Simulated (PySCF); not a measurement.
Electrostatic potential from atomic charges

Species: `C#C[P@@](=O)(CC#N)CC=C`. Coordinates (GFN2-xTB, Å) and charges (e) from the PBE0/pcSseg-1 density (PySCF):

| atom | x | y | z | Mulliken | IAO | Hirshfeld | ESP-fitted |
| --- | --- | --- | --- | --- | --- | --- | --- |
| C1 | 3.311 | 0.042 | -1.246 | -0.3046 | -0.1399 | -0.0457 | -0.2039 |
| C2 | 2.239 | -0.329 | -0.849 | -0.0270 | -0.3516 | -0.1057 | -0.2865 |
| P3 | 0.680 | -0.938 | -0.259 | +0.9687 | +1.5638 | +0.4576 | +1.0472 |
| O4 | 0.536 | -2.395 | -0.257 | -0.5630 | -0.8928 | -0.3831 | -0.6189 |
| C5 | 0.592 | -0.221 | 1.449 | -0.3730 | -0.5502 | -0.0864 | -0.6965 |
| C6 | 0.709 | 1.202 | 1.413 | +0.0546 | +0.1358 | +0.0813 | +0.5115 |
| N7 | 0.797 | 2.341 | 1.350 | -0.2411 | -0.2452 | -0.2199 | -0.4990 |
| C8 | -0.571 | -0.018 | -1.247 | -0.3679 | -0.5117 | -0.1060 | -0.5268 |
| C9 | -1.911 | -0.360 | -0.685 | -0.2606 | -0.1443 | -0.0362 | +0.0644 |
| C10 | -2.650 | 0.483 | 0.013 | -0.1354 | -0.3162 | -0.0917 | -0.5172 |
| H11 | 4.244 | 0.381 | -1.592 | +0.0665 | +0.2150 | +0.1116 | +0.2890 |
| H12 | -0.368 | -0.522 | 1.880 | +0.2118 | +0.2056 | +0.0734 | +0.2367 |
| H13 | 1.405 | -0.665 | 2.033 | +0.2138 | +0.2070 | +0.0809 | +0.2652 |
| H14 | -0.476 | -0.368 | -2.279 | +0.1859 | +0.1785 | +0.0633 | +0.1996 |
| H15 | -0.367 | 1.052 | -1.200 | +0.1817 | +0.1724 | +0.0527 | +0.1975 |
| H16 | -2.237 | -1.377 | -0.855 | +0.1322 | +0.1615 | +0.0526 | +0.1156 |
| H17 | -2.335 | 1.498 | 0.195 | +0.1293 | +0.1529 | +0.0481 | +0.2261 |
| H18 | -3.606 | 0.199 | 0.420 | +0.1282 | +0.1594 | +0.0530 | +0.1961 |

Points outside the species (Å): A (-1.3, -5.5, -1.0); B (2.4, -3.7, 2.8); C (2.4, -2.7, -5.1).

Find the potential V = 14.3996 V·Å × Σ q/r of each set of charges at these points.

In volts:

```csv
point,nearest atom,distance (Å),Mulliken,IAO,Hirshfeld,ESP-fitted
A,O4,3.68,-0.247,-0.574,-0.284,-0.405
B,H13,3.28,+0.111,-0.151,-0.067,-0.071
C,H14,4.65,-0.077,-0.024,+0.002,-0.028
```

How far are the other sets from the ESP-fitted one at these points?

Root-mean-square difference: Hirshfeld 0.072 V, IAO 0.108 V, Mulliken 0.142 V. The ESP scheme fits charges at the nuclei, held to the total charge, to the electrostatic potential on points at 1.4 to 2.0 times the van der Waals radii.

What energy would a point charge of +3 e have at A in the field of the ESP charges, leaving out polarisation?

-1.216 eV = -117.3 kJ/mol, an attraction.

One conformer (not necessarily the lowest) at the GFN2-xTB geometry, without solvent, vibrations or thermal averaging.

Conformer computed: `[CH:1]#[C:2][P@@:3](=[O:4])([CH2:5][C:6]#[N:7])[CH2:8][CH:9]=[CH2:10]`: C2–P3–C5–C6 57°, C2–P3–C8–C9 -173°, P3–C8–C9–C10 109°.
